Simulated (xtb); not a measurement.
Cl₄Sn, charge -1, doublet, geometry from GFN2-xTB of the parent state (such geometries of metal compounds can be far from the true shape) (a state made from the parent by changing its charge; the spin is typed, not shown lowest); GFN1-xTB in xtb.

The xtb input:
```
$ xtb mol.xyz --gfn 1 --chrg -1 --uhf 1 --json

# file mol.xyz
5

Cl    -1.80032643    -0.84416493    -1.18851803
Sn     0.00000000     0.00000000    -0.00000000
Cl    -0.31676548     2.26357933     0.37713794
Cl     1.94528107    -0.31513236    -1.21775939
Cl     0.17181084    -1.10428204     2.02913947
```

Question: Write the output that xtb gives for this input, abridged.

Answer: 
```
   ID    Z sym.   atoms
    1   17 Cl     1, 3-5
    2   50 Sn     2

           -------------------------------------------------
          |                Calculation Setup                |
           -------------------------------------------------

           -------------------------------------------------
          |                 G F N 1 - x T B                 |
           -------------------------------------------------

          ...................................................
          :                      SETUP                      :
          :.................................................:
          :  # basis functions                  50          :
          :  # atomic orbitals                  45          :
          :  # shells                           15          :
          :  # electrons                        33          :
          :  # halogen bonds                     0          :
          :  max. iterations                   250          :
          :  Hamiltonian                  GFN1-xTB          :
          :  restarted?                      false          :
          :  GBSA solvation                  false          :
          :  PC potential                    false          :
          :  electronic temp.          300.0000000     K    :
          :  accuracy                    1.0000000          :
          :  -> integral cutoff          0.2500000E+02      :
          :  -> integral neglect         0.1000000E-07      :
          :  -> SCF convergence          0.1000000E-05 Eh   :
          :  -> wf. convergence          0.2000000E-04 e    :
          :  Broyden damping             0.4000000          :
          :  net charge                         -1          :
          :  unpaired electrons                  1          :
          ...................................................

 iter      E             dE          RMSdq      gap      omega  full diag
   1    -19.9081381 -0.199081E+02  0.406E+00    5.76       0.0  T
   2    -19.9135595 -0.542137E-02  0.258E+00    6.00       1.0  T
   3    -19.9135876 -0.280974E-04  0.402E-01    6.04       1.0  T
   4    -19.9136266 -0.390393E-04  0.148E-02    6.02       3.0  T
   5    -19.9136268 -0.180518E-06  0.100E-02    6.01       4.5  T
   6    -19.9136270 -0.202502E-06  0.312E-04    6.01     143.5  T
   7    -19.9136270 -0.262460E-09  0.102E-05    6.01    4400.1  T
   8    -19.9136270 -0.781597E-13  0.295E-08    6.01  100000.0  T

   *** convergence criteria satisfied after 8 iterations ***

         :::::::::::::::::::::::::::::::::::::::::::::::::::::
         ::                     SUMMARY                     ::
         :::::::::::::::::::::::::::::::::::::::::::::::::::::
         :: total energy             -19.901240869205 Eh    ::
         :: gradient norm              0.097703791979 Eh/a0 ::
         :: HOMO-LUMO gap              6.013907415353 eV    ::
         ::.................................................::
         :: SCC energy               -19.913626992594 Eh    ::
         :: -> electrostatic           0.073868271433 Eh    ::
         :: repulsion energy           0.015662212651 Eh    ::
         :: dispersion energy         -0.003276089261 Eh    ::
         :: halogen bond corr.         0.000000000000 Eh    ::
         :: add. restraining           0.000000000000 Eh    ::
         :: total charge              -1.000000000000 e     ::
         :::::::::::::::::::::::::::::::::::::::::::::::::::::

           -------------------------------------------------
          |                Property Printout                |
           -------------------------------------------------

    * Orbital Energies and Occupations

         #    Occupation            Energy/Eh            Energy/eV
      -------------------------------------------------------------
         1        2.0000           -0.8036171             -21.8675
       ...           ...                  ...                  ...
         5        2.0000           -0.6873469             -18.7037
         6        2.0000           -0.3570557              -9.7160
         7        2.0000           -0.3570557              -9.7160
         8        2.0000           -0.3570557              -9.7160
         9        2.0000           -0.3329048              -9.0588
        10        2.0000           -0.3329048              -9.0588
        11        2.0000           -0.3265678              -8.8864
        12        2.0000           -0.3265678              -8.8864
        13        2.0000           -0.3265678              -8.8864
        14        2.0000           -0.3237970              -8.8110
        15        2.0000           -0.3237970              -8.8110
        16        2.0000           -0.3237970              -8.8110
        17        1.0000           -0.2020229              -5.4973 (HOMO)
        18                          0.0189841               0.5166 (LUMO)
        19                          0.0189841               0.5166
        20                          0.0189841               0.5166
        21                          0.1140667               3.1039
        22                          0.1140667               3.1039
        23                          0.1257769               3.4226
        24                          0.1257769               3.4226
        25                          0.1257769               3.4226
        26                          0.1281199               3.4863
        27                          0.1281199               3.4863
        28                          0.1281199               3.4863
       ...                                ...                  ...
        45                          0.8141072              22.1530
      -------------------------------------------------------------
                  HL-Gap            0.2210070 Eh            6.0139 eV
             Fermi-level           -0.1772147 Eh           -4.8223 eV

  Mulliken/CM5 charges         n(s)   n(p)   n(d)
     1Cl   -0.35217 -0.35844   1.948  5.393  0.011
     2Sn    0.40868  0.43376   1.944  1.170  0.478
     3Cl   -0.35217 -0.35844   1.948  5.393  0.011
     4Cl   -0.35217 -0.35844   1.948  5.393  0.011
     5Cl   -0.35217 -0.35844   1.948  5.393  0.011

Wiberg/Mayer (AO) data.
largest (>0.10) Wiberg bond orders for each atom

 ---------------------------------------------------------------------------
     #   Z sym  total        # sym  WBO       # sym  WBO       # sym  WBO
 ---------------------------------------------------------------------------
     1  17 Cl   1.041 --     2 Sn   0.726     5 Cl   0.105     3 Cl   0.105
                             4 Cl   0.105
     2  50 Sn   2.906 --     4 Cl   0.726     3 Cl   0.726     5 Cl   0.726
                             1 Cl   0.726
     3  17 Cl   1.041 --     2 Sn   0.726     5 Cl   0.105     4 Cl   0.105
                             1 Cl   0.105
     4  17 Cl   1.041 --     2 Sn   0.726     5 Cl   0.105     3 Cl   0.105
                             1 Cl   0.105
     5  17 Cl   1.041 --     2 Sn   0.726     3 Cl   0.105     4 Cl   0.105
                             1 Cl   0.105
 ---------------------------------------------------------------------------

Topologies differ in total number of bonds
Writing topology from bond orders to xtbtopo.mol

 dipole moment from electron density (au)
     X       Y       Z
   0.0000   0.0000   0.0000  total (Debye):    0.000

           -------------------------------------------------
          | TOTAL ENERGY              -19.901240869205 Eh   |
          | GRADIENT NORM               0.097703791979 Eh/α |
          | HOMO-LUMO GAP               6.013907415353 eV   |
           -------------------------------------------------

normal termination of xtb
```
